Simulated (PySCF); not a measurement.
# revPBE on Hf⁺ (hafnium, charge +1)

Configuration: [Xe] 4f14 5d1 6s2, 2D determinant. Calculation: PySCF 2.14, in x2c-TZVPPall (11s7p7d3f1g, 97 functions); the spin-free X2C one-electron Hamiltonian (Gaussian nucleus).

| Item | Value |
| --- | --- |
| Total energy | -15078.74 hartree |
| One-electron energy | -20669.81 hartree |
| Hartree (Coulomb) energy | 5904.08 hartree |
| Exchange-correlation energy | -313.01 hartree |
| ⟨S²⟩ | 1.3513 |
| ⟨L²⟩ | 8.332 |
| Sum of ⟨r⟩ | 41.41 bohr |
| Sum of ⟨r²⟩ | 56.14 bohr² |
| Traceless quadrupole moment −½Σ⟨3z² − r²⟩ along its main axis | -0.0896 e·bohr² |
| Langevin diamagnetic susceptibility | -44.5 ×10⁻⁶ cm³/mol |
| Time after the integrals | roughly 10 core-seconds |

```json
{"shell": "1s α", "electrons": "1", "mean orbital energy (hartree)": "-2391.88677", "spread (hartree)": "0", "rms radius, mean of both spins (bohr)": "0.0215"}
{"shell": "1s β", "electrons": "1", "mean orbital energy (hartree)": "-2391.88674", "spread (hartree)": "0", "rms radius, mean of both spins (bohr)": "0.0215"}
{"shell": "2s α", "electrons": "1", "mean orbital energy (hartree)": "-409.37646", "spread (hartree)": "0", "rms radius, mean of both spins (bohr)": "0.0869"}
{"shell": "2s β", "electrons": "1", "mean orbital energy (hartree)": "-409.37545", "spread (hartree)": "0", "rms radius, mean of both spins (bohr)": "0.0869"}
{"shell": "2p α", "electrons": "3", "mean orbital energy (hartree)": "-360.60815", "spread (hartree)": "0.00083", "rms radius, mean of both spins (bohr)": "0.0788"}
{"shell": "2p β", "electrons": "3", "mean orbital energy (hartree)": "-360.60737", "spread (hartree)": "0.00235", "rms radius, mean of both spins (bohr)": "0.0788"}
{"shell": "3s α", "electrons": "1", "mean orbital energy (hartree)": "-93.57890", "spread (hartree)": "0", "rms radius, mean of both spins (bohr)": "0.223"}
{"shell": "3s β", "electrons": "1", "mean orbital energy (hartree)": "-93.57869", "spread (hartree)": "0", "rms radius, mean of both spins (bohr)": "0.223"}
{"shell": "3p α", "electrons": "3", "mean orbital energy (hartree)": "-78.93577", "spread (hartree)": "0.00428", "rms radius, mean of both spins (bohr)": "0.224"}
{"shell": "3p β", "electrons": "3", "mean orbital energy (hartree)": "-78.93552", "spread (hartree)": "0.00377", "rms radius, mean of both spins (bohr)": "0.224"}
{"shell": "3d α", "electrons": "5", "mean orbital energy (hartree)": "-61.08369", "spread (hartree)": "0.00349", "rms radius, mean of both spins (bohr)": "0.205"}
{"shell": "3d β", "electrons": "5", "mean orbital energy (hartree)": "-61.08309", "spread (hartree)": "0.00415", "rms radius, mean of both spins (bohr)": "0.205"}
{"shell": "4s α", "electrons": "1", "mean orbital energy (hartree)": "-19.10449", "spread (hartree)": "0", "rms radius, mean of both spins (bohr)": "0.498"}
{"shell": "4s β", "electrons": "1", "mean orbital energy (hartree)": "-19.10373", "spread (hartree)": "0", "rms radius, mean of both spins (bohr)": "0.498"}
{"shell": "4p α", "electrons": "3", "mean orbital energy (hartree)": "-14.27491", "spread (hartree)": "0.00827", "rms radius, mean of both spins (bohr)": "0.530"}
{"shell": "4p β", "electrons": "3", "mean orbital energy (hartree)": "-14.27423", "spread (hartree)": "0.00793", "rms radius, mean of both spins (bohr)": "0.530"}
{"shell": "4d α", "electrons": "5", "mean orbital energy (hartree)": "-7.90186", "spread (hartree)": "0.00888", "rms radius, mean of both spins (bohr)": "0.577"}
{"shell": "4d β", "electrons": "5", "mean orbital energy (hartree)": "-7.90103", "spread (hartree)": "0.00977", "rms radius, mean of both spins (bohr)": "0.577"}
{"shell": "5s α", "electrons": "1", "mean orbital energy (hartree)": "-2.77099", "spread (hartree)": "0", "rms radius, mean of both spins (bohr)": "1.20"}
{"shell": "5s β", "electrons": "1", "mean orbital energy (hartree)": "-2.76094", "spread (hartree)": "0", "rms radius, mean of both spins (bohr)": "1.20"}
{"shell": "5p α", "electrons": "3", "mean orbital energy (hartree)": "-1.62524", "spread (hartree)": "0.00202", "rms radius, mean of both spins (bohr)": "1.42"}
{"shell": "5p β", "electrons": "3", "mean orbital energy (hartree)": "-1.61077", "spread (hartree)": "0.02672", "rms radius, mean of both spins (bohr)": "1.42"}
{"shell": "4f α", "electrons": "7", "mean orbital energy (hartree)": "-0.93876", "spread (hartree)": "0.00840", "rms radius, mean of both spins (bohr)": "0.768"}
{"shell": "4f β", "electrons": "7", "mean orbital energy (hartree)": "-0.93604", "spread (hartree)": "0.01073", "rms radius, mean of both spins (bohr)": "0.768"}
{"shell": "6s α", "electrons": "1", "mean orbital energy (hartree)": "-0.43221", "spread (hartree)": "0", "rms radius, mean of both spins (bohr)": "3.21"}
{"shell": "6s β", "electrons": "1", "mean orbital energy (hartree)": "-0.42405", "spread (hartree)": "0", "rms radius, mean of both spins (bohr)": "3.21"}
{"shell": "5d α", "electrons": "1", "mean orbital energy (hartree)": "-0.40341", "spread (hartree)": "0", "rms radius, mean of both spins (bohr)": "2.43"}
```

⟨L²⟩ = 8.33 against 6 for a pure D term, so this real determinant mixes terms. Spin-orbit coupling, absent here, splits the open shell strongly. ⟨S²⟩ = 1.35 against 0.75 shows spin contamination. The s, p, d and f populations moved away from the nominal configuration during the SCF.

Densities and radii are taken from the X2C orbitals without a picture-change correction, which distorts them close to the nucleus.
